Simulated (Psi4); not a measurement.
C$_{2}$H$_{5}$ (SMILES [CH2]C), doublet, at a GFN2-xTB geometry; PBE0/def2-SVP in Psi4 1.11.

Psi4 was given this input:
```
memory 2 GB

molecule mol {
0 2
  C    -0.026147   -0.685649   -0.014718
  C     0.009148    0.784300    0.016539
  H     0.988175   -1.110004   -0.015687
  H    -0.530880   -1.086909    0.864356
  H    -0.521552   -1.050091   -0.914004
  H     0.109216    1.306098    0.947834
  H     0.057037    1.348999   -0.893424
}

set basis def2-svp
set reference uks
set scf_type pk
set puream true
set d_convergence 1e-8
set dft_radial_points 99
set dft_spherical_points 590

energy('pbe0')
print_variables()
```

It wrote (shortened):

```
   => Loading Basis Set <=

    Name: DEF2-SVP
    Role: ORBITAL
    Keyword: BASIS

         ---------------------------------------------------------
                                   SCF
               by Justin Turney, Rob Parrish, Andy Simmonett
                          and Daniel G. A. Smith
                              UKS Reference
         ---------------------------------------------------------

  ==> Geometry <==

    Molecular point group: c1
    Full point group: C1

    Geometry (in Angstrom), charge = 0, multiplicity = 2:

       Center              X                  Y                   Z               Mass
    ------------   -----------------  -----------------  -----------------  -----------------
         C           -0.022662257348    -0.705872519317    -0.015091341534    12.000000000000
         C            0.012632742652     0.764076480683     0.016165658466    12.000000000000
         H            0.991659742652    -1.130227519317    -0.016060341534     1.007825032230
         H           -0.527395257348    -1.107132519317     0.863982658466     1.007825032230
         H           -0.518067257348    -1.070314519317    -0.914377341534     1.007825032230
         H            0.112700742652     1.285874480683     0.947460658466     1.007825032230
         H            0.060521742652     1.328775480683    -0.893797341534     1.007825032230

  Running in c1 symmetry.

  Rotational constants: A =      3.47318  B =      0.77756  C =      0.71928 [cm^-1]
  Rotational constants: A = 104123.29745  B =  23310.62960  C =  21563.44769 [MHz]
  Nuclear repulsion =   37.277175931483498

  Charge       = 0
  Multiplicity = 2
  Electrons    = 17
  Nalpha       = 9
  Nbeta        = 8

  ==> Algorithm <==

  SCF Algorithm Type is PK.
  DIIS enabled.
  MOM disabled.
  Fractional occupation disabled.
  Guess Type is SAD.
  Energy threshold   = 1.00e-06
  Density threshold  = 1.00e-08
  Integral threshold = 1.00e-12

  ==> Primary Basis <==

  Basis Set: DEF2-SVP
    Blend: DEF2-SVP
    Number of shells: 27
    Number of basis functions: 53
    Number of Cartesian functions: 55
    Spherical Harmonics?: true
    Max angular momentum: 2

  ==> DFT Potential <==

   => LibXC <=

    Version 7.1.2
    S. Lehtola, C. Steigemann, M. J. T. Oliveira, and M. A. L. Marques,  SoftwareX 7, 1–5 (2018) (10.1016/j.softx.2017.11.002)

   => Composite Functional: PBE0 <=

    PBE0 Hyb-GGA Exchange-Correlation Functional

    C. Adamo and V. Barone,  J. Chem. Phys. 110, 6158 (1999) (10.1063/1.478522)
    M. Ernzerhof and G. E. Scuseria,  J. Chem. Phys. 110, 5029 (1999) (10.1063/1.478401)

    Deriv               =              1
    GGA                 =           TRUE
    Meta                =          FALSE

    Exchange Hybrid     =           TRUE
    MP2 Hybrid          =          FALSE

   => Exchange Functionals <=

    0.7500   Perdew, Burke & Ernzerhof

   => Exact (HF) Exchange <=

    0.2500               HF

   => Correlation Functionals <=

    1.0000   Perdew, Burke & Ernzerhof

   => LibXC Density Thresholds  <==

    XC_HYB_GGA_XC_PBEH:  1.00E-15

   => Molecular Quadrature <=

    Radial Scheme          =       TREUTLER
    Pruning Scheme         =           NONE
    Nuclear Scheme         =       TREUTLER

    Blocking Scheme        =         OCTREE
    BS radius alpha        =              1
    Pruning alpha          =              1
    Radial Points          =             99
    Spherical Points       =            590
    Total Points           =         389167
    Total Blocks           =           2796
    Max Points             =            256
    Max Functions          =             53
    Weights Tolerance      =       1.00E-15

  ==> Integral Setup <==

  Using in-core PK algorithm.
   Calculation information:
      Number of atoms:                   7
      Number of AO shells:              27
      Number of primitives:             49
      Number of atomic orbitals:        55
      Number of basis functions:        53

      Integral cutoff                 1.00e-12
      Number of threads:                 1

  Performing in-core PK
  Using 2049192 doubles for integral storage.
  We computed 71630 shell quartets total.
  Whereas there are 71631 unique shell quartets.

  ==> DiskJK: Disk-Based J/K Matrices <==

    J tasked:                  Yes
    K tasked:                  Yes
    wK tasked:                  No
    Schwarz Cutoff:          1E-12

  Minimum eigenvalue in the overlap matrix is 4.8820588632E-03.
  Reciprocal condition number of the overlap matrix is 8.8986472534E-04.
    Using symmetric orthogonalization.

  ==> Pre-Iterations <==

  SCF Guess: Superposition of Atomic Densities via on-the-fly atomic UHF (no occupation information).

   -------------------------
    Irrep   Nso     Nmo
   -------------------------
     A         53      53
   -------------------------
    Total      53      53
   -------------------------

  ==> Iterations <==

                        Total Energy        Delta E     RMS |[F,P]|

   @UKS iter SAD:   -78.49646187513342   -7.84965e+01   0.00000e+00
   @UKS iter   1:   -78.80300978672443   -3.06548e-01   1.09419e-02 DIIS/ADIIS
   @UKS iter   2:   -78.79126560917921    1.17442e-02   1.12838e-02 DIIS/ADIIS
   @UKS iter   3:   -78.99504184331508   -2.03776e-01   3.53857e-04 DIIS/ADIIS
   @UKS iter   4:   -78.99526461282491   -2.22770e-04   1.35756e-04 DIIS/ADIIS
   @UKS iter   5:   -78.99529489687401   -3.02840e-05   6.56285e-05 DIIS
   @UKS iter   6:   -78.99530268689817   -7.79002e-06   1.87792e-05 DIIS
   @UKS iter   7:   -78.99530374633565   -1.05944e-06   3.49319e-06 DIIS
   @UKS iter   8:   -78.99530379703677   -5.07011e-08   6.72582e-07 DIIS
   @UKS iter   9:   -78.99530379851946   -1.48269e-09   2.10672e-07 DIIS
   @UKS iter  10:   -78.99530379865696   -1.37504e-10   5.59625e-08 DIIS
   @UKS iter  11:   -78.99530379866806   -1.10987e-11   1.71950e-08 DIIS
   @UKS iter  12:   -78.99530379866923   -1.16529e-12   3.16553e-09 DIIS
  Energy and wave function converged.

  ==> Post-Iterations <==

   Electrons on quadrature grid:
      Nalpha   =    8.9999999276 ; deviation = -7.245e-08
      Nbeta    =    7.9999999551 ; deviation = -4.493e-08
      Ntotal   =   16.9999998826 ; deviation = -1.174e-07

   @Spin Contamination Metric:   4.495432481E-03
   @S^2 Expected:                7.500000000E-01
   @S^2 Observed:                7.544954325E-01
   @S   Expected:                5.000000000E-01
   @S   Observed:                5.000000000E-01

    Orbital Energies [Eh]
    ---------------------

    Alpha Occupied:

[...]
    Alpha Virtual:

[...]
    Beta Occupied:

[...]
    Beta Virtual:

[...]
    Final Occupation by Irrep:
              A
    DOCC [     8 ]
    SOCC [     1 ]
    NA   [     9 ]
    NB   [     8 ]

  @UKS Final Energy:   -78.99530379866923

   => Energetics <=

    Nuclear Repulsion Energy =             37.2771759314834981
    One-Electron Energy =                -178.5699560727362609
    Two-Electron Energy =                  71.8498846408580505
    DFT Exchange-Correlation Energy =      -9.5524082982745178
    Empirical Dispersion Energy =           0.0000000000000000
    VV10 Nonlocal Energy =                  0.0000000000000000
    Total Energy =                        -78.9953037986692266

  UHF NO Occupations:
  HONO-2 :    7  A 1.9996955
  HONO-1 :    8  A 1.9985908
  HONO-0 :    9  A 1.0000000
  LUNO+0 :   10  A 0.0014092
  LUNO+1 :   11  A 0.0003045
  LUNO+2 :   12  A 0.0002761
  LUNO+3 :   13  A 0.0002321

Computation Completed

Properties will be evaluated at   0.000000,   0.000000,   0.000000 [a0]

Properties computed using the SCF density matrix

 Multipole Moments:

 ------------------------------------------------------------------------------------
     Multipole            Electronic (a.u.)      Nuclear  (a.u.)        Total (a.u.)
 ------------------------------------------------------------------------------------

 L = 1.  Multiply by 2.5417464519 to convert [e a0] to [Debye]
 Dipole X            :         -0.0656988            0.1119523            0.0462536
 Dipole Y            :          0.5461164           -0.6496894           -0.1035731
 Dipole Z            :          0.0098327           -0.0119918           -0.0021592
 Magnitude           :                                                    0.1134523

 ------------------------------------------------------------------------------------

  Variable Map:
  ----------------------------------------------------------------------------
[...]
  Array Variable Map:
  ----------------------------------------------------------------------------
[...]
[...]
```
